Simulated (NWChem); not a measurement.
System meant: C$_{6}$H$_{5}$O, doublet; SMILES [O]c1ccccc1

Here is an NWChem input.

```
start job
memory heap 200 mb stack 900 mb global 1100 mb
geometry units angstroms noautoz
  O      0.000000     0.000000    -2.295903
  C      0.000000     0.000000    -1.049945
  C      0.000000     1.237186    -0.290400
  C      0.000000     1.223828     1.086760
  C      0.000000     0.000000     1.783912
  C      0.000000    -1.223828     1.086760
  C      0.000000    -1.237186    -0.290400
  H      0.000000     2.167331    -0.863335
  H      0.000000     2.162560     1.646597
  H      0.000000     0.000000     2.876649
  H      0.000000    -2.162560     1.646597
  H      0.000000    -2.167331    -0.863335
end
basis spherical
  O library def2-svp
  C library def2-svp
  H library def2-svp
end
dft
  odft
  mult 3
  xc xpbe96 cpbe96
  iterations 150
  mulliken
end
task dft energy
```

End of the output:

```
 ==============================================================================
                                 internuclear angles
 ------------------------------------------------------------------------------
        center 1       |       center 2       |       center 3       |  degrees
 ------------------------------------------------------------------------------
    1 O                |   2 C                |   3 C                |   121.55
    1 O                |   2 C                |   7 C                |   121.55
    3 C                |   2 C                |   7 C                |   116.91
    2 C                |   3 C                |   4 C                |   120.99
    2 C                |   3 C                |   8 H                |   116.82
    4 C                |   3 C                |   8 H                |   122.19
    3 C                |   4 C                |   5 C                |   120.22
    3 C                |   4 C                |   9 H                |   120.26
    5 C                |   4 C                |   9 H                |   119.52
    4 C                |   5 C                |   6 C                |   120.66
    4 C                |   5 C                |  10 H                |   119.67
    6 C                |   5 C                |  10 H                |   119.67
    5 C                |   6 C                |   7 C                |   120.22
    5 C                |   6 C                |  11 H                |   119.52
    7 C                |   6 C                |  11 H                |   120.26
    2 C                |   7 C                |   6 C                |   120.99
    2 C                |   7 C                |  12 H                |   116.82
    6 C                |   7 C                |  12 H                |   122.19
 ------------------------------------------------------------------------------
                            number of included internuclear angles:         18
 ==============================================================================

 Summary of "ao basis" -> "" (spherical)
 ------------------------------------------------------------------------------
       Tag                 Description            Shells   Functions and Types
 ---------------- ------------------------------  ------  ---------------------
 O                          def2-svp                 6       14   3s2p1d
 C                          def2-svp                 6       14   3s2p1d
 H                          def2-svp                 3        5   2s1p

  pbe96 is a nonlocal functional; adding pw91lda local functional.

                                 NWChem DFT Module
                                 -----------------

 Summary of "ao basis" -> "ao basis" (spherical)
 ------------------------------------------------------------------------------
       Tag                 Description            Shells   Functions and Types
 ---------------- ------------------------------  ------  ---------------------
 O                          def2-svp                 6       14   3s2p1d
 C                          def2-svp                 6       14   3s2p1d
 H                          def2-svp                 3        5   2s1p

      Symmetry analysis of basis
      --------------------------

        a1         52
        a2         13
        b1         20
        b2         38

  number of electrons :                   49
  multiplicity        :                    3
 ------------------------------------------------------------------------
  no. of electrons and multiplicity not compatible                  49
 ------------------------------------------------------------------------
 ------------------------------------------------------------------------
  current input line :
    29: task dft energy
 ------------------------------------------------------------------------
 ------------------------------------------------------------------------
 There is an error in the input file
 ------------------------------------------------------------------------
 For more information see the NWChem manual at https://nwchemgit.github.io

0: no. of electrons and multiplicity not compatible:Received an Error in Communication
```

Task: What is wrong, and how is it mended?

Result: The program refused the input. Cause: the multiplicity doesn't fit the number of electrons (an even count wants an odd multiplicity, and the reverse). This input runs:
```
start job
memory heap 200 mb stack 900 mb global 1100 mb
geometry units angstroms noautoz
  O      0.000000     0.000000    -2.295903
  C      0.000000     0.000000    -1.049945
  C      0.000000     1.237186    -0.290400
  C      0.000000     1.223828     1.086760
  C      0.000000     0.000000     1.783912
  C      0.000000    -1.223828     1.086760
  C      0.000000    -1.237186    -0.290400
  H      0.000000     2.167331    -0.863335
  H      0.000000     2.162560     1.646597
  H      0.000000     0.000000     2.876649
  H      0.000000    -2.162560     1.646597
  H      0.000000    -2.167331    -0.863335
end
basis spherical
  * library def2-svp
end
dft
  odft
  mult 2
  xc xpbe96 cpbe96
  iterations 150
  mulliken
end
task dft energy
```
It converges to -306.22937 Ha (PBE/def2-SVP, spin-unrestricted).
